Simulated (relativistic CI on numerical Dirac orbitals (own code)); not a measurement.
The spin-orbit constant of Sr4+ from its measured fine structure

Problem. The ground term 3P of Sr4+ (4s2.4p4) has the measured levels J = 0: 8718.5, J = 1: 8307.9, J = 2: 0.0 cm⁻¹ (Sansonetti, J. Phys. Chem. Ref. Data 41, 013102 (2012)). Test the interval rule and estimate ζ(4p).

Working.
1. In LS coupling E(J) − E(J − 1) = AJ. The intervals give A = -410.6 (J = 1), -4153.9 (J = 2) cm⁻¹.
2. These values spread by 129 % of their mean, from second-order spin-orbit mixing with other terms and from spin-spin terms.
3. The whole width divided by the sum of the upper J values gives a mean A = -2906.2 cm⁻¹.
4. For the Hund term of a shell that is more than half full, A = −ζ/2S with 2S = 2, so ζ = 5812 cm⁻¹.

Check. The value calculated from Dirac-Coulomb-Breit radial functions of this configuration is ζ = 7071 cm⁻¹, 22 % above the estimate from measurement. The same recipe applied to the calculated levels returns 5631 cm⁻¹, which shows the bias of the recipe itself. Where the interval rule fails, the estimate is only rough.
